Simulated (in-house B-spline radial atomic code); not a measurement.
Configurations of S IV (S3+), with energies counted from [Ne] 3s2 3p1. Method: Dirac-Hartree-Fock, average of configuration, Fermi nucleus of rms radius 3.2611 fm. Calculated with a B-spline radial code for spherical atoms. Energies include first-order Breit, QED and recoil terms.

Occupations are held fixed; configurations that lie above the ionisation limit could autoionise.

| configuration | E - E(ref) (eV) | highest orbital | its <r> (bohr) |
| --- | --- | --- | --- |
| [Ne] 3s2 4s1 | 22.168 | 4s1/2 | 3.436 |
| [Ne] 3s2 4p1 | 26.097 | 4p3/2 | 3.844 |
| [Ne] 3s2 5f1 | 37.655 | 5f7/2 | 7.738 |
| [Ne] 3s2 6g1 | 40.411 | 6g9/2 | 10.99 |
| [Ne] 3s2 7p1 | 40.974 | 7p3/2 | 14.67 |
| [Ne] 3s1 3p1 4d1 | 41.875 | 4d5/2 | 4.552 |
| [Ne] 3s1 3p1 7d1 | 52.521 | 7d5/2 | 16.41 |
| [Ne] 3s1 3p1 7g1 | 52.832 | 7g9/2 | 15.85 |

Task: Order these further configurations by energy, lowest first.
A. [Ne] 3s2 3d1
B. [Ne] 3s1 3p1 5g1
C. [Ne] 3s2 7f1
D. [Ne] 3s1 3p1 6g1
E. [Ne] 3s1 3p1 5f1

Result: A (17.682 eV), C (41.976 eV), E (48.453 eV), B (48.566 eV), D (51.227 eV).

Task: How far above the reference does [Ne] 3s2 6f1 lie?

Result: 40.35 eV; its least bound orbital is 6f7/2 with <r> = 11.83 bohr.

Task: How far above the reference does [Ne] 3s2 5d1 lie?

Result: 36.905 eV; its least bound orbital is 5d5/2 with <r> = 7.789 bohr.

Task: How far above the reference does [Ne] 3s2 6d1 lie?

Result: 39.93 eV; its least bound orbital is 6d5/2 with <r> = 11.75 bohr.
